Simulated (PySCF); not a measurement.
Vibration and rotation of SeN

UHF-CCSD(T) constants of SeN, ²Π (doublet), unpaired electrons π ↑ (basis Se x2c-TZVPPall, N x2c-TZVPPall; spin-free X2C with a Gaussian nucleus; PySCF 2.14; masses 79.9165 and 14.0031 u):

* ωe: 952.1 cm⁻¹
* ωexe: 4.41 cm⁻¹
* Be: 0.51291 cm⁻¹
* αe: 0.00374 cm⁻¹
* D (centrifugal): 5.95e-07 cm⁻¹
* De to Se + N: 3.48 eV

Give the vibrational terms G(v) and spacings up to v = 3.

G(v) = ωe(v+½) − ωexe(v+½)².

| v | G(v) (cm⁻¹) | G(v) − G(v−1) | Bv (cm⁻¹) |
| --- | --- | --- | --- |
| 0 | 475 |  | 0.5110 |
| 1 | 1418 | 943 | 0.5073 |
| 2 | 2353 | 934 | 0.5036 |
| 3 | 3278 | 926 | 0.4998 |

How well does the Morse estimate ωe²/(4ωexe) reproduce De, and what is D0?

It gives 6.37 eV, 183 % of the computed De. D0 = De − G(0) = 3.48 − 0.06 = 3.42 eV.

Correlated steps freeze 10 core orbitals. Spin–orbit coupling is left out. The state is the lowest determinant that a PBE0 search found; another state may lie lower at other levels.
